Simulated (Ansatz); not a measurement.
The cluster Ga₂H₂. Total charge 0; singlet. Geometry PBE-D4/def2-TZVP, that of the charge +1 doublet.

Cartesian coordinates in Å:
```
Ga -1.033 0.473 0.600
Ga 1.034 -0.477 -0.598
H 2.576 -0.220 -0.851
H -2.577 0.224 0.849
```

A triplet lies near this restricted singlet, and broken spin symmetry wasn't tried. The structure comes from a short search, and lower isomers may exist.

Problem. Estimate the orbital energies around the gap (eV) in Ansatz with PBE-D4/def2-TZVP, r2SCAN-D4/def2-TZVP, PBE0-D4/def2-TZVP.

Solution. 
```csv
orbital,PBE-D4/def2-TZVP,r2SCAN-D4/def2-TZVP,PBE0-D4/def2-TZVP
HOMO−5,-19.65,-20.24,-23.03
HOMO−4,-19.56,-20.14,-22.95
HOMO−3,-10.84,-11.23,-12.24
HOMO−2,-9.68,-10.04,-11.00
HOMO−1,-6.80,-7.13,-7.90
HOMO,-4.19,-4.35,-4.87
LUMO,-3.57,-3.45,-2.82
LUMO+1,-2.03,-1.96,-1.42
LUMO+2,-1.59,-1.30,-0.77
LUMO+3,-1.47,-1.22,-0.69
LUMO+4,1.67,2.45,2.22
LUMO+5,2.68,3.25,3.45
```
